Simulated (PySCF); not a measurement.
Ir⁺ (iridium, charge +1): B2PLYP calculation

Configuration: [Xe] 4f14 5d6 6s2, high-spin 5D determinant (an excited configuration). Calculation: PySCF 2.14, in aug-cc-pVTZ-PP with ECP60MDF (6s6p5d3f2g, 88 functions); a scalar-relativistic core potential.

```json
{
  "Total energy, PT2 part included": "-103.8075 hartree",
  "One-electron energy": "-173.4420 hartree",
  "Hartree (Coulomb) energy": "79.5228 hartree",
  "Exchange-correlation energy": "-9.8263 hartree",
  "PT2 correlation before scaling by 0.27": "-0.22959 hartree",
  "⟨S²⟩": "6.0070",
  "⟨L²⟩": "6.016",
  "Sum of ⟨r⟩": "24.08 bohr",
  "Sum of ⟨r²⟩": "45.79 bohr²",
  "Traceless quadrupole moment −½Σ⟨3z² − r²⟩ along its main axis": "0.775 e·bohr²"
}
```

```csv
shell,electrons,mean orbital energy (eV),spread (eV),"rms radius, mean of both spins (bohr)"
5s α,1,-120.30,0,1.05
5s β,1,-116.05,0,1.05
5p α,3,-75.327,1.378,1.21
5p β,3,-69.718,0.311,1.21
5d α,5,-22.212,1.621,1.74
5d β,1,-19.056,0,1.74
6s α,1,-16.540,0,2.88
6s β,1,-14.998,0,2.88
```

Energies and moments cover only the electrons outside the core potential. Spin-orbit coupling, absent here, splits the open shell strongly.

The orbital energies are those of the SCF part of the double hybrid.
